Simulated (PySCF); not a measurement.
**Ionisation energy of Pb⁴⁷⁺ by level of theory**

Pb⁴⁷⁺ [Ar] 3d10 4s2 4p5 [4p1/2^2 4p3/2^3, M_J = 3/2] → Pb⁴⁸⁺ [Ar] 3d10 4s2 4p4 [4p1/2^2 4p3/2^2, M_J = 2], as a difference of total energies. Computed with PySCF 2.14 in an even-tempered Gaussian basis (16 s from 6.6 bohr⁻², ratio 2.8; 14 p from 8.5 bohr⁻², ratio 2.8; 8 d from 15 bohr⁻², ratio 2.8; 4 f from 39 bohr⁻², ratio 3), with the two-component X2C-1e Hamiltonian. Correlated levels: [Ne] frozen; the 78 highest virtual spinors dropped. "Screened" scales the spin-orbit matrix elements by Boettger's factors to mimic the two-electron term; Breit and QED terms are absent.

| method | ionisation energy (eV) |
| --- | --- |
| GHF (spin-free) | 2642.4 |
| GMP2 (spin-free) | 2643.8 |
| GHF (screened spin-orbit) | 2597.3 |
| GMP2 (screened spin-orbit) | 2598.7 |

Breit and QED terms and the two-electron picture change are absent.

The spin-free rows relax to the high-spin LS determinant and lack the spin-orbit shift.

The labels give the starting determinants; with spin-orbit coupling the two ends relaxed to ⟨J²⟩ = 3.75, ⟨L²⟩ = 2.11, ⟨S²⟩ = 0.86 and ⟨J²⟩ = 6.00, ⟨L²⟩ = 3.35, ⟨S²⟩ = 1.47.

For comparison: 2605 ± 4 eV (theoretical estimate listed by NIST; NIST Atomic Spectra Database, ionization energies).
